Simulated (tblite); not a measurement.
Species: C6H7N3O.
Numbering: `[CH2:1]=[CH:2][c:3]1[n:4][nH:5][n:6][c:7]1[C:8]([CH3:9])=[O:10]` (hydrogens: H11, H12 on C1; H13 on C2; H14 on N5; H15, H16, H17 on C9)

Geometry (GFN2-xTB, Å), atoms numbered from 1 in this order:
```xyz
17
C6H7N3O angstrom
C      3.129   -0.807   -0.152
C      1.804   -0.893   -0.134
C      0.942    0.255    0.007
N      1.365    1.511    0.136
N      0.268    2.225    0.236
N     -0.853    1.560    0.186
C     -0.483    0.287    0.040
C     -1.447   -0.815   -0.060
C     -2.888   -0.387    0.016
O     -1.100   -1.967   -0.192
H      3.749   -1.681   -0.259
H      3.624    0.144   -0.058
H      1.288   -1.838   -0.226
H      0.293    3.230    0.342
H     -3.537   -1.255   -0.068
H     -3.064    0.124    0.959
H     -3.098    0.319   -0.784
```

Computed values, GFN2-xTB/tblite, gas phase, harmonic and unscaled. Errors from tens to a few hundred cm⁻¹ against measured bands are possible. One conformer, not necessarily the lowest.

Harmonic wavenumbers (cm⁻¹): 36.1, 81.7, 96.6, 136.7, 168.4, 215.5, 258.6, 328.7, 427.5, 536.0, 542.9, 597.1, 633.3, 640.0, 696.4, 722.2, 758.3, 901.0, 967.6, 976.9, 988.9, 1017.3, 1032.5, 1080.2, 1148.0, 1162.6, 1243.3, 1293.1, 1343.1, 1357.1, 1367.2, 1383.7, 1443.2, 1443.5, 1463.4, 1501.1, 1667.0, 1734.0, 3031.8, 3040.8, 3059.1, 3093.2, 3109.7, 3142.8, 3427.2.

A = 2076, B = 1207, C = 767.0 MHz; mass 137.059 u (most abundant isotopes); point group Cs, symmetry number 1.

**Question.** Zero-point energy?

**Answer.** Half the sum of the wavenumbers: 27648 cm⁻¹ = 79.05 kcal/mol.

**Question.** Give the ideal-gas entropy at 298.15 K and 1 bar in the rigid-rotor, harmonic-oscillator model (classical rotation).

**Answer.** Translation 40.68, rotation 29.50, vibration 28.14: S = 98.3 cal/(mol K).

**Question.** And Cp and H(298.15 K) − H(0)?

**Answer.** Cp = 36.26 cal/(mol K), of which vibrations give 28.31 (their classical limit is 45 R = 89.4); H(298.15 K) − H(0) = 6.69 kcal/mol without the zero-point energy, 4.32 from vibrations.

**Question.** How do the functions run with temperature in this model?

**Answer.** 
```tsv
T (K)	S (cal/(mol K))	Cp (cal/(mol K))	H − H(0) (kcal/mol)	G − H(0) (kcal/mol)	ln q(vib)
100	70.4	18.5	1.31	-5.73	1.89
200	85.8	27.0	3.58	-13.58	4.45
300	98.5	36.4	6.75	-22.81	6.92
500	121.3	53.3	15.81	-44.85	11.75
800	150.2	69.0	34.40	-85.72	18.65
1000	166.3	75.5	48.89	-117.40	22.92
```

q(vib) and H(0) count from the zero-point level.

**Question.** Which modes carry the vibrational entropy at 298.15 K?

**Answer.** 36.1 cm⁻¹: 5.46; 81.7 cm⁻¹: 3.85; 96.6 cm⁻¹: 3.52; 136.7 cm⁻¹: 2.85; 168.4 cm⁻¹: 2.45; 215.5 cm⁻¹: 2.00 cal/(mol K); the other 39 give 8.00 together.

Hindered rotation and anharmonicity are outside this model. Other conformers, if any are populated, would add a mixing term that is left out.
